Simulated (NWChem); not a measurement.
Molecule: C$_{2}$H$_{3}$ClO$_{2}$Si; SMILES C1[Si@H](C(=O)O1)Cl

```xyz
9

O      1.5892    -1.8976     0.0559
C      0.5765    -1.2862    -0.0155
O     -0.6425    -1.7455     0.4203
C     -1.5713    -0.6600     0.1992
Si    -0.2113     0.3808    -0.6242
Cl     0.3538     2.1261     0.3052
H     -2.4074    -0.9991    -0.4309
H     -1.9631    -0.2882     1.1579
H     -0.2901     0.6336    -2.0880
```
Atoms are numbered in this order, from 1.

Program: NWChem. Geometry: optimised at PBE0/def2-SVP. Hybrids' shares of exact exchange are those that their runs print; pure functionals count as 0. The functionals differ in more than this share.

```
row               share of exact exchange  highest occupied level (eV)
----------------  -----------------------  ---------------------------
PBE/def2-TZVP                        0.00                        -6.42
BLYP/def2-TZVP                       0.00                        -6.31
TPSSh/def2-TZVP                      0.10                     withheld
B3LYP/def2-TZVP                      0.20                        -7.62
PW6B95/def2-TZVP                     0.28                        -7.97
```

Task: Fit a straight line of the last column on the one before it, predict the withheld value, and compare with the run.

Result: 
1. Means of the 4 shown rows: x = 0.120, y = -7.080. Slope Σ(x − x̄)(y − ȳ)/Σ(x − x̄)² = -0.3572/0.06080 = -5.875; intercept -6.375.
2. The shown rows scatter about the line by 0.058 (root mean square); the largest residual is -0.07, at B3LYP/def2-TZVP.
3. At x = 0.10 (TPSSh/def2-TZVP; inside the shown range) the line gives -6.96.
4. The run gives -7.04, -0.08 from the line, 1.4 times the scatter.
